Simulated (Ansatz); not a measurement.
Isolated molecules relaxed with PBE0-D4/def2-TZVP in Ansatz; ΔE leaves out vibrations. CCSD(T)/CBS adds triple-zeta CCSD(T) − MP2 to the extrapolated MP2 energy (def2 sets, frozen cores). This one scheme is used for every species. Functionals use def2-TZVPP. Each species was taken in one conformer, which may not be the lowest.

Reaction (substitution at a C–Si bond): `N#C[SiH](F)Cl` + `OC(F)[SiH3]` → `N#COC(F)[SiH3]` + `F[SiH2]Cl`

CCSD(T)/CBS gives +30.8 kcal/mol.

Another level gave +26.8 kcal/mol. Which?
A. B2PLYP/def2-TZVPP
B. MP2/def2-TZVPP
C. CCSD/def2-TZVPP
D. PBE0/def2-TZVPP

D. PBE0 26.8, CCSD/def2-TZVPP 29.9, B2PLYP 28.7, MP2/def2-TZVPP 31.0 kcal/mol.

Largest T1 diagnostic among the species: 0.014.

From PBE to PBE0 (25 % exact exchange), in def2-TZVPP and without D4, ΔE moves by +0.9 kcal/mol. In def2-TZVPP, CCSD(T) changes the Hartree–Fock value by +2.0 kcal/mol (the triples alone add −0.1 kcal/mol) and MP2 by +3.3 kcal/mol.
